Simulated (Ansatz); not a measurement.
Mulliken charges of CH3BBr, SMILES `C[B]Br` radical from r2SCAN/def2-TZVPP in Ansatz (PBE0-D4/def2-TZVP geometry).

| atom | x (Å) | y (Å) | z (Å) | charge (e) |
| --- | --- | --- | --- | --- |
| C1 | -0.320 | 0.337 | -0.311 | -0.181 |
| B2 | 0.158 | -1.056 | 0.144 | -0.006 |
| Br3 | 1.617 | -1.419 | 1.288 | -0.057 |
| H4 | -1.026 | 0.688 | 0.456 | 0.080 |
| H5 | 0.485 | 1.076 | -0.370 | 0.078 |
| H6 | -0.870 | 0.310 | -1.254 | 0.086 |

Problem. By hand: the dipole of these point charges (1 e Å = 4.8032 D).

Solution. Σ q r = (-0.154, 0.192, -0.118) e Å, of length 0.273 e Å = 1.31 D.

Problem. How does the dipole of the full density compare? (Estimate.)

Solution. Ansatz gave: (-0.110, 0.273, -0.084) e Å, 1.47 D; the point charges give 0.89 times that, at 18° from its direction.

Point charges leave out the atoms' own dipoles, such as those of lone pairs, and Mulliken's split depends on the basis, so the two needn't agree.
